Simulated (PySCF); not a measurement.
# Cadmium: a sound run and one with changed settings

Sound run: Cd [Kr] 4d10 5s2, Cd⁺ [Kr] 4d10 5s1. All numbers are calculated (PySCF 2.14, a scalar-relativistic core potential, in cc-pVTZ-PP with ECP28MDF). The sound run starts from symmetry-adapted Hartree-Fock orbitals and uses a fine grid where one is needed.

Changed run: 6 angular points. This setting is unsound on purpose.

```
species  method  sound run (hartree)  changed run (hartree)  converged
     Cd     UHF           -166.83876             -166.83876        yes
     Cd    TPSS           -167.66445             -180.81348        yes
     Cd    BP86           -167.85139             -179.69190        yes
    Cd⁺     UHF           -166.56836             -166.56836        yes
    Cd⁺    TPSS           -167.33724             -180.38838        yes
    Cd⁺    BP86           -167.50976             -179.25503        yes
```

Ionisation energy of Cd:

```tsv
method	sound run (eV)	changed run (eV)
UHF	7.358	7.358
```

A coarse angular grid integrates products of high-l functions wrongly, so density functionals can shift, and the SCF can exploit the error; Hartree-Fock and MP2 need no grid.

For comparison, NIST gives 8.994 eV between the lowest levels.
